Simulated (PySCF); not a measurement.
Which element holds F most strongly?

CCSD(T) extrapolated to the basis-set limit (PySCF; CF CCSD(T)/CBS(TQ)+CV+SR, CuF CCSD(T)/CBS(TQ)+CV, GaF CCSD(T)/CBS(DT)+CV, GeF CCSD(T)/CBS(DT), InF CCSD(T)/CBS(DT)+CV, SbF CCSD(T)/CBS(DT), SnF CCSD(T)/CBS(DT); CV core-valence, SR scalar-relativistic term); no spin–orbit coupling. D0 is De less the harmonic zero-point energy.

| M | state (unpaired electrons) | Re (Å) | ωe (cm⁻¹) | D0(MF) (eV) |
| --- | --- | --- | --- | --- |
| Sn | doublet (π ↑) | 1.940 | 582 | 4.96 |
| In | singlet (closed shell) | 1.986 | 532 | 5.61 |
| Sb | triplet (π ↑↑) | 1.916 | 611 | 4.08 |
| C | doublet (π ↑) | 1.271 | 1314 | 5.65 |
| Cu | singlet (closed shell) | 1.744 | 624 | 4.19 |
| Ge | doublet (π ↑) | 1.747 | 664 | 5.24 |
| Ga | singlet (closed shell) | 1.775 | 618 | 6.09 |

**Question.** Order the elements by D0 and give the energy of CuF + Sb → SbF + Cu.

**Answer.** Ga > C > In > Ge > Sn > Cu > Sb; ΔE = 4.19 − 4.08 = +0.11 eV at composite CCSD(T). Close neighbours can swap at other levels.

Correlated steps freeze the inner cores (2 to 5 orbitals); shallow outer-core shells are correlated. These are scalar-relativistic numbers at best; spin–orbit coupling would shift them, the dissociation energy most. Where the molecule has an RHF reference, its open-shell atoms are computed with UHF. The CCSD T1 diagnostic is raised in CuF, a sign that a single reference may not be enough there. States were picked by a PBE0 search and need not be the measured ground states.
